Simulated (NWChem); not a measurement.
System: CH$_{3}$BeClO; SMILES C[O][Be][Cl]

Parts of the log:

```
             Northwest Computational Chemistry Package (NWChem) 7.3.0
             --------------------------------------------------------

                             Geometry "geometry" -> ""
                             -------------------------

 Output coordinates in angstroms (scale by  1.889725989 to convert to a.u.)

  No.       Tag          Charge          X              Y              Z
 ---- ---------------- ---------- -------------- -------------- --------------
    1 Be                   4.0000     0.00640600    -0.18585000     0.00497200
    2 Cl                  17.0000     0.00268400    -2.00263600     0.00445300
    3 O                    8.0000     0.00904100     1.19923800     0.00089700
    4 C                    6.0000    -0.01343700     2.57328000    -0.00348500
    5 H                    1.0000     0.71015000     2.98459300     0.72183600
    6 H                    1.0000     0.24494700     2.97113400    -1.00032600
    7 H                    1.0000    -1.01411100     2.95590900     0.26398300

 Effective nuclear repulsion energy (a.u.)     112.3316932785

                              NWChem Property Module
                              ----------------------

                                 NWChem DFT Module
                                 -----------------

 Summary of "ao basis" -> "ao basis" (spherical)
 ------------------------------------------------------------------------------
       Tag                 Description            Shells   Functions and Types
 ---------------- ------------------------------  ------  ---------------------
 Be                        def2-svpd                 6       12   3s3p
 Cl                        def2-svpd                11       27   5s4p2d
 O                         def2-svpd                 9       23   4s3p2d
 C                         def2-svpd                 8       20   4s2p2d
 H                         def2-svpd                 4        8   2s2p

            General Information
            -------------------
          SCF calculation type: DFT
          Wavefunction type:  closed shell.
          No. of atoms     :     7
          No. of electrons :    38
           Alpha electrons :    19
            Beta electrons :    19
          Charge           :     0
          Spin multiplicity:     1
          Use of symmetry is: off; symmetry adaption is: off
          Maximum number of iterations: 150
          AO basis - number of functions:   106
                     number of shells:    46
          Convergence on energy requested:  1.00D-06
          Convergence on density requested:  1.00D-05
          Convergence on gradient requested:  5.00D-04

              XC Information
              --------------
                         B3LYP Method XC Potential
                     Hartree-Fock (Exact) Exchange  0.200
                        Slater Exchange Functional  0.800 local
                    Becke 1988 Exchange Functional  0.720 non-local
              Lee-Yang-Parr Correlation Functional  0.810
                  VWN I RPA Correlation Functional  0.190 local

             Grid Information
             ----------------
          Grid used for XC integration:  medium
          Radial quadrature: Mura-Knowles
          Angular quadrature: Lebedev.
          Tag              B.-S. Rad. Rad. Pts. Rad. Cut. Ang. Pts.
          ---              ---------- --------- --------- ---------
          Be                  1.05       49          11.0       434
          Cl                  1.00       88          13.0       590
          O                   0.60       49          12.0       434
          C                   0.70       49          14.0       434
          H                   0.35       45          14.0       434
          Grid pruning is: on
          Number of quadrature shells:   370
          Spatial weights used:  Erf1

      Superposition of Atomic Density Guess
      -------------------------------------

 Sum of atomic energies:        -587.70049578

      Non-variational initial energy
      ------------------------------

 Total energy =    -589.114503
 1-e energy   =   -1030.814508
 2-e energy   =     329.368311
 HOMO         =      -0.402719
 LUMO         =      -0.029760

   convergence    iter        energy       DeltaE   RMS-Dens  Diis-err
 ---------------- ----- ----------------- --------- --------- ---------
 d= 0,ls=0.0,diis     1   -589.9202118250 -7.02D+02  1.46D-02  6.55D-01
 d= 0,ls=0.0,diis     2   -589.8546765389  6.55D-02  5.68D-03  1.49D+00
 d= 0,ls=0.0,diis     3   -589.9941693313 -1.39D-01  1.62D-03  4.14D-02
 d= 0,ls=0.0,diis     4   -589.9974522165 -3.28D-03  6.89D-04  6.98D-03
 d= 0,ls=0.0,diis     5   -589.9984259437 -9.74D-04  1.17D-04  4.36D-05
  Resetting Diis
 d= 0,ls=0.0,diis     6   -589.9984315787 -5.64D-06  2.71D-05  4.38D-06
 d= 0,ls=0.0,diis     7   -589.9984321767 -5.98D-07  4.67D-06  8.55D-08

         Total DFT energy =     -589.998432176700
      One electron energy =    -1034.591533105853
           Coulomb energy =      378.587091097023
    Exchange-Corr. energy =      -46.325683446347
 Nuclear repulsion energy =      112.331693278477

 Numeric. integr. density =       38.000000999419

                       DFT Final Molecular Orbital Analysis
                       ------------------------------------

 Vector   17  Occ=2.000000D+00  E=-3.369567D-01
              MO Center=  2.3D-02, -1.1D+00, -6.5D-03, r^2= 3.6D+00
   Bfn.  Coefficient  Atom+Function         Bfn.  Coefficient  Atom+Function
  ----- ------------  ---------------      ----- ------------  ---------------
    26      0.500082  2 Cl pz                23      0.403085  2 Cl pz
    20      0.232450  2 Cl pz                46      0.202138  3 O  pz
     6     -0.185737  1 Be pz                49      0.140586  3 O  pz
    69     -0.119768  4 C  pz                91      0.110919  6 H  s
    83     -0.099558  5 H  s                 72     -0.095325  4 C  pz

 Vector   18  Occ=2.000000D+00  E=-3.077624D-01
              MO Center= -7.0D-02,  8.9D-01,  3.0D-02, r^2= 3.9D+00
   Bfn.  Coefficient  Atom+Function         Bfn.  Coefficient  Atom+Function
  ----- ------------  ---------------      ----- ------------  ---------------
    44      0.467315  3 O  px                47      0.335517  3 O  px
    24     -0.297251  2 Cl px                99      0.230902  7 H  s
    21     -0.222443  2 Cl px                67     -0.196876  4 C  px
    18     -0.128775  2 Cl px                83     -0.128178  5 H  s
    91     -0.102224  6 H  s                 46     -0.094378  3 O  pz

 Vector   19  Occ=2.000000D+00  E=-3.077389D-01
              MO Center=  7.2D-02,  8.9D-01, -2.9D-02, r^2= 3.9D+00
   Bfn.  Coefficient  Atom+Function         Bfn.  Coefficient  Atom+Function
  ----- ------------  ---------------      ----- ------------  ---------------
    46      0.467362  3 O  pz                49      0.335490  3 O  pz
    26     -0.297130  2 Cl pz                23     -0.222365  2 Cl pz
    91      0.207445  6 H  s                 69     -0.197010  4 C  pz
    83     -0.192421  5 H  s                 20     -0.128728  2 Cl pz
    44      0.094312  3 O  px                 6     -0.082453  1 Be pz

 Vector   20  Occ=0.000000D+00  E=-1.723061D-02
              MO Center= -1.5D-03, -1.8D-01,  1.8D-02, r^2= 8.2D+00
   Bfn.  Coefficient  Atom+Function         Bfn.  Coefficient  Atom+Function
  ----- ------------  ---------------      ----- ------------  ---------------
     3      2.988080  1 Be s                 43     -2.384958  3 O  s
     2      1.036139  1 Be s                 65      0.800853  4 C  s
    51      0.643696  3 O  py                 8      0.621651  1 Be py
    17     -0.606129  2 Cl s                 28     -0.478055  2 Cl py
    66      0.282579  4 C  s                 84     -0.275033  5 H  s

 Vector   21  Occ=0.000000D+00  E= 1.250244D-02
              MO Center= -6.5D-02,  1.4D-01,  2.5D-02, r^2= 9.4D+00
   Bfn.  Coefficient  Atom+Function         Bfn.  Coefficient  Atom+Function
  ----- ------------  ---------------      ----- ------------  ---------------
    10      0.918919  1 Be px                 4     -0.337084  1 Be px
   100      0.283442  7 H  s                 12     -0.226159  1 Be pz
    27     -0.223315  2 Cl px                24     -0.179621  2 Cl px
   104      0.171238  7 H  px                44     -0.168126  3 O  px
    47     -0.159347  3 O  px                66     -0.151487  4 C  s

 Vector   22  Occ=0.000000D+00  E= 1.258194D-02
              MO Center=  4.1D-02,  1.3D-01, -3.9D-02, r^2= 9.4D+00
   Bfn.  Coefficient  Atom+Function         Bfn.  Coefficient  Atom+Function
  ----- ------------  ---------------      ----- ------------  ---------------
    12      0.922385  1 Be pz                 6     -0.337383  1 Be pz
    92      0.234374  6 H  s                 10      0.225521  1 Be px
    29     -0.223080  2 Cl pz                84     -0.187124  5 H  s
    26     -0.179892  2 Cl pz                46     -0.168791  3 O  pz
    49     -0.159932  3 O  pz                98      0.153436  6 H  pz

     Multipole analysis of the density
     ---------------------------------

     L   x y z        total         alpha         beta         nuclear
     -   - - -        -----         -----         ----         -------
     0   0 0 0     -0.000000    -19.000000    -19.000000     38.000000

     1   1 0 0     -0.007889     -0.007671     -0.007671      0.007453
     1   0 1 0      0.968143      1.280584      1.280584     -1.593024
     1   0 0 1      0.000928     -0.063170     -0.063170      0.127269

     2   2 0 0    -22.268346    -13.981663    -13.981663      5.694980
     2   1 1 0     -0.034183      0.638563      0.638563     -1.311308
     2   1 0 1      0.000037     -0.000969     -0.000969      0.001976
     2   0 2 0    -23.135244   -272.302368   -272.302368    521.469493
     2   0 1 1      0.001072      0.425324      0.425324     -0.849576
     2   0 0 2    -22.268228    -13.976506    -13.976506      5.684783

 *** CALLING NEW AORESP DRIVER FOR CLOSED AND OPEN SHELLS ***
 Entering AOResponse driver routine

--------------------------------------------------------------------------------

          -----------------------------------------------
          Solving response equations for perturbing field
          -----------------------------------------------

 number of frequencies:     1
 frequency in a.u.:  0.0000000E+00
 Perturbing field: electric
 Using El. Dipole Length Gauge

 Setting up CPKS with frequency omega =      0.00000000 a.u.

 STATIC response

                                NWChem CPHF Module
                                ------------------

  scftype          =     RHF
  nclosed          =       19
  nopen            =        0
  variables        =     1653
  # of vectors     =        3
  tolerance        = 0.10D-03
  level shift      = 0.00D+00
  max iterations   =       50
  max subspace     =       30

 SCF residual:    6.8591539594733465E-004

Iterative solution of linear equations
  No. of variables     1653
  No. of equations        3
  Maximum subspace       30
        Iterations       50
       Convergence  1.0D-04

   iter   nsub   residual    time
   ----  ------  --------  ---------
     1      3    1.90D+00      26.5
     2      6    1.15D+00      38.3
     3      9    3.89D-01      49.9
     4     12    1.46D-01      61.5
     5     15    1.41D-02      74.4
     6     18    3.24D-03      85.3
     7     21    3.03D-04      95.4
     8     24    2.91D-05     105.8

 Electric Dipole Response Matrix (nonzero elements):

              1        2        3
    1   37.8556  -0.0671  -0.0010
    2   -0.0671  61.7569  -0.0420
    3   -0.0010  -0.0421  37.8531

 ------------------------------------------
 average:        45.82188 + I       0.00000

 DFT Linear Response polarizability / au
 Frequency  =       0.0000000 / au
              X              Y              Z
 -----------------------------------------------
 X      37.8556463     -0.0670876     -0.0010031
 Y      -0.0670902     61.7569367     -0.0420386
 Z      -0.0010060     -0.0420553     37.8530507
 -----------------------------------------------
 Eigenvalues =      37.8558894     61.7571990     37.8525453
 Isotropic   =      45.8218779
 Anisotropic =      23.9029818
 -----------------------------------------------

 Magnetic Dipole Response Matrix (nonzero elements):

 Exiting AOResponse driver routine
```

Level: B3LYP/def2-SVPD. Geometry: optimised at PBE0/def2-SVP.

Question: Reconstruct the input file.

Answer: Several could match; the one computed here: the input that was run:
```
start job
memory heap 200 mb stack 900 mb global 1100 mb
geometry units angstroms noautosym nocenter noautoz
  Be     0.006406    -0.185850     0.004972
  Cl     0.002684    -2.002636     0.004453
  O      0.009041     1.199238     0.000897
  C     -0.013437     2.573280    -0.003485
  H      0.710150     2.984593     0.721836
  H      0.244947     2.971134    -1.000326
  H     -1.014111     2.955909     0.263983
end
basis spherical
  * library def2-svpd
end
dft
  xc b3lyp
  iterations 150
end
property
  response 1 0.0
end
task dft property
```
